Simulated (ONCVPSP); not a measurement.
# What one change does to a pseudopotential (Ti (Z = 22), ONCV)

titanium (Ti), optimised norm-conserving Vanderbilt (ONCV), made with ONCVPSP 4.0.1 (LDA (Perdew-Wang 92), scalar-relativistic). Core [Ne], reference 3s2 3p6 3d2 4s1.5 4p0.5. Waves: 3s+4s: rc 1.95 bohr, ncon 4, nbas 7, qcut 7.1 1/bohr, 2 projectors; 3p+4p: rc 1.60 bohr, ncon 5, nbas 9, qcut 10.8 1/bohr, 2 projectors; 3d: rc 1.70 bohr, ncon 4, nbas 8, qcut 10.7 1/bohr, 3 projectors, debl 0.4 Ha. Local part: polynomial inside 1.40 bohr (lpopt 5, dvloc0 0 Ha). Core correction: none.

All-electron outer shells of the reference configuration (LDA (PZ), scalar-relativistic, ld1.x):

| shell | level (eV) | outermost node (bohr) | outermost maximum (bohr) |
| --- | --- | --- | --- |
| 2s | -536.14 | 0.09 | 0.27 |
| 2p | -444.65 | – | 0.22 |
| 3s | -62.95 | 0.40 | 0.87 |
| 3p | -39.47 | 0.37 | 0.90 |
| 3d | -5.10 | – | 0.97 |
| 4s | -5.01 | 1.24 | 2.85 |
| 4p | -1.87 | 1.39 | 3.75 |

Change: d: qcut 9.1.

Cutoffs: the cutoffs (Ha) at which the residual kinetic energy of the hardest occupied pseudo-wave falls to 1 and 0.1 mHa per electron; they do not see the model core or the augmentation charge, which bear on the density cutoff. Errors are all-electron minus pseudo energies relative to the spin-unpolarised reference configuration.

**Question.** Predict the effect on cutoff, ghosts and configuration errors.

**Answer.** The potential gets softer (36 Ha and 42 Ha → 31 Ha and 35 Ha); the errors of the 3 common tests hardly move; neither file shows a bound ghost. The waves are optimised to have the least kinetic energy above qcut, so the cutoff follows it (qcut²/2 in Ha).

```csv
quantity,base,changed
"cutoff, loose",36 Ha,31 Ha
"cutoff, tight",42 Ha,35 Ha
loose cutoff by channel,"s 7.7 Ha, p 19 Ha, d 36 Ha","s 7.7 Ha, p 19 Ha, d 31 Ha"
bound ghosts,none,none
GHOST(+) flags under 300 eV,none,none
tests with a reliable result,3 of 4,3 of 4
"error for 3s2 3p6 3d2 4s2 4p0, meV [ΔE -1.55 eV]",+0.1,+0.1
"error for 3s2 3p6 3d2 4s1 4p0, meV [ΔE 5.98 eV]",-0.3,-0.3
"error for 3s2 3p6 3d2 4s0 4p0, meV [ΔE 19.78 eV]",-0.9,-0.9
s: phases at 1.97 bohr within 0.05 rad from the reference energy up to (Ha; the scan ends near 5),to the end of the scan,to the end of the scan
p: phases at 1.62 bohr within 0.05 rad from the reference energy up to (Ha; the scan ends near 5),to the end of the scan,to the end of the scan
d: phases at 1.73 bohr within 0.05 rad from the reference energy up to (Ha; the scan ends near 5),to the end of the scan,to the end of the scan
```
